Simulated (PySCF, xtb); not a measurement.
C4H6OSi, SMILES C1=CCC(=O)[SiH2]1.

xtb with GFN2-xTB at its own geometry gives an orbital gap of 2.42 eV and a dipole moment of 2.86 D.

Geometry optimised at r2SCAN-D4/def2-SVP. The structure was generated by enumeration, and PubChem lists no compound with its InChIKey, so it may never have been made. Other conformers were not sampled.

Question: What does r2SCAN/def2-TZVP (PySCF) give? (An estimate is asked for; the answer gives what the named calculation found.)

Answer: gap 3.16 eV (levels -5.54 and -2.38 eV), dipole 2.88 D.
